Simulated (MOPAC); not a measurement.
MOPAC input (AM1):

```
AM1 1SCF CHARGE=-1 GEO-OK AUX(PRECISION=9) THREADS=1
H4FSi2

F    -1.67201800 1   -0.79130000 1   -0.37647800 1
Si   -0.63052600 1    0.24749500 1    0.38361400 1
Si    1.58904400 1    0.11623600 1   -0.36668700 1
H    -1.25343900 1    1.59462700 1    0.11315800 1
H    -1.00506300 1    0.00717700 1    1.82621700 1
H     1.89256700 1    1.33968600 1    0.51545000 1
H     1.99485400 1   -0.91202900 1    0.69649900 1
```

From the output:

```
                                                       MOPAC v23.2.5 Linux

          FINAL HEAT OF FORMATION =        -71.44058 KCAL/MOL =    -298.90740 KJ/MOL

          COSMO AREA              =        121.58 SQUARE ANGSTROMS
          COSMO VOLUME            =        113.96 CUBIC ANGSTROMS

          IONIZATION POTENTIAL    =          2.103136 EV
          HOMO LUMO ENERGIES (EV) =         -2.103  4.582
          NO. OF FILLED LEVELS    =         10
          MOLECULAR WEIGHT        =         79.2010         POINT GROUP:  C1

          MOLECULAR DIMENSIONS (Angstroms)

            Atom       Atom       Distance
            H     6    F     1     4.24769
            H     7    H     4     3.82677
            H     5   Si     3     2.69992

          SCF CALCULATIONS        =          1

   ATOM   CHEMICAL          X               Y               Z
  NUMBER   SYMBOL      (ANGSTROMS)     (ANGSTROMS)     (ANGSTROMS)

     1       F         -1.67201800  *  -0.79130000  *  -0.37647800  *
     2      Si         -0.63052600  *   0.24749500  *   0.38361400  *
     3      Si          1.58904400  *   0.11623600  *  -0.36668700  *
     4       H         -1.25343900  *   1.59462700  *   0.11315800  *
     5       H         -1.00506300  *   0.00717700  *   1.82621700  *
     6       H          1.89256700  *   1.33968600  *   0.51545000  *
     7       H          1.99485400  *  -0.91202900  *   0.69649900  *

                             CARTESIAN COORDINATES

   1    F       -1.672018000    -0.791300000    -0.376478000
   2   Si       -0.630526000     0.247495000     0.383614000
   3   Si        1.589044000     0.116236000    -0.366687000
   4    H       -1.253439000     1.594627000     0.113158000
   5    H       -1.005063000     0.007177000     1.826217000
   6    H        1.892567000     1.339686000     0.515450000
   7    H        1.994854000    -0.912029000     0.696499000

           Empirical Formula: H4 F Si2  =     7 atoms

      MOLECULAR POINT GROUP   :   C1

                  EIGENVALUES
 -42.74604 -12.44942 -10.76128 -10.73164  -9.50521  -8.32315  -7.21390  -6.04290
  -4.81663  -2.10314   4.58208   5.58438   5.74349   6.70872   6.91414   7.75329

              NET ATOMIC CHARGES AND DIPOLE CONTRIBUTIONS

  ATOM NO.   TYPE          CHARGE      No. of ELECS.   s-Pop       p-Pop
    1          F          -0.473506        7.4735     1.88605     5.58746
    2         Si           0.760108        3.2399     0.92459     2.31530
    3         Si          -0.382307        4.3823     1.11938     3.26293
    4          H          -0.260566        1.2606     1.26057
    5          H          -0.268051        1.2681     1.26805
    6          H          -0.192046        1.1920     1.19205
    7          H          -0.183632        1.1836     1.18363
 DIPOLE           X         Y         Z       TOTAL
 POINT-CHG.    -2.254    -0.115    -0.865     2.417
 HYBRID        -2.444     0.130     3.250     4.068
 SUM           -4.698     0.015     2.385     5.269

          ATOMIC ORBITAL ELECTRON POPULATIONS

     Atom    s        px        py        pz
    1  F   1.88605   1.84218   1.84414   1.90113
    2 Si   0.92459   0.94248   0.65217   0.72065
    3 Si   1.11938   0.89381   0.83133   1.53779
    4  H   1.26057
    5  H   1.26805
    6  H   1.19205
    7  H   1.18363

 **********************
 *                    *
 * JOB ENDED NORMALLY *
 *                    *
 **********************

 == MOPAC DONE ==
```

The dipole moment of an ion depends on the origin.

The geometry given is a B3LYP-D3(BJ)/def2-TZVP minimum.
